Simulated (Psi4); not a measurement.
Internal rotation in SMILES CS/C=C\O, singlet. Scanned: dihedral C1–S2–C3–C4; all other coordinates were relaxed at GFN2-xTB. Points at φ and −φ are mirror images. Heavy atoms are numbered in the order of the SMILES CS/C=C\O, hydrogens after them in the order of the atoms that carry them; the mirror image has the same energies with the sign of each dihedral reversed.

- PBE/def2-TZVP // GFN2-xTB (Psi4)
- PBE-D3(BJ)/def2-TZVP // GFN2-xTB (Psi4)
- PBE0-D3(BJ)/def2-TZVP // GFN2-xTB (Psi4)
- MP2/cc-pVTZ = Psi4 1.11 with DF-MP2 (frozen core)/cc-pVTZ // GFN2-xTB

Energies relative to the lowest point of each profile, in kcal/mol; the last columns give the difference from MP2:

```tsv
φ / °	PBE/def2-TZVP	PBE-D3(BJ)/def2-TZVP	PBE0-D3(BJ)/def2-TZVP	MP2/cc-pVTZ	PBE/def2-TZVP − MP2/cc-pVTZ	PBE-D3(BJ)/def2-TZVP − MP2/cc-pVTZ	PBE0-D3(BJ)/def2-TZVP − MP2/cc-pVTZ
-165	3.1	3.3	3.4	3.4	-0.2	-0.1	0.0
-150	2.0	2.2	2.3	2.3	-0.2	-0.1	0.0
-135	1.0	1.1	1.1	1.2	-0.2	-0.1	0.0
-120	0.2	0.3	0.3	0.4	-0.1	0.0	0.0
-105	0.0	0.0	0.0	0.0	0.0	0.0	0.0
-90	0.3	0.2	0.2	0.0	0.2	0.1	0.2
-75	1.0	0.8	0.9	0.5	0.5	0.3	0.4
-60	2.3	2.1	2.2	1.7	0.6	0.4	0.5
-45	4.6	4.3	4.6	4.4	0.2	0.0	0.2
-30	5.8	5.6	5.9	5.9	-0.1	-0.3	0.0
-15	6.6	6.5	6.8	7.0	-0.4	-0.6	-0.2
0	6.9	6.8	7.1	7.4	-0.5	-0.6	-0.3
15	6.6	6.5	6.8	7.0	-0.4	-0.6	-0.2
30	5.8	5.6	5.9	5.9	-0.1	-0.3	0.0
45	4.6	4.3	4.6	4.4	0.2	0.0	0.2
60	2.3	2.1	2.2	1.7	0.6	0.4	0.5
75	1.0	0.8	0.9	0.5	0.5	0.3	0.4
90	0.3	0.2	0.2	0.0	0.2	0.1	0.2
105	0.0	0.0	0.0	0.0	0.0	0.0	0.0
120	0.2	0.3	0.3	0.4	-0.1	0.0	0.0
135	1.0	1.1	1.1	1.2	-0.2	-0.1	0.0
150	2.0	2.2	2.3	2.3	-0.2	-0.1	0.0
165	3.1	3.3	3.4	3.4	-0.2	-0.1	0.0
180	3.6	3.8	3.9	3.9	-0.2	-0.1	0.0
```

PBE/def2-TZVP is furthest from MP2/cc-pVTZ at -60 (0.6 kcal/mol, above); its mean absolute difference over the points is 0.3 kcal/mol.

PBE-D3(BJ)/def2-TZVP is furthest from MP2/cc-pVTZ at 0 (-0.6 kcal/mol, below); its mean absolute difference over the points is 0.2 kcal/mol.

PBE0-D3(BJ)/def2-TZVP is furthest from MP2/cc-pVTZ at -60 (0.5 kcal/mol, above); its mean absolute difference over the points is 0.1 kcal/mol.
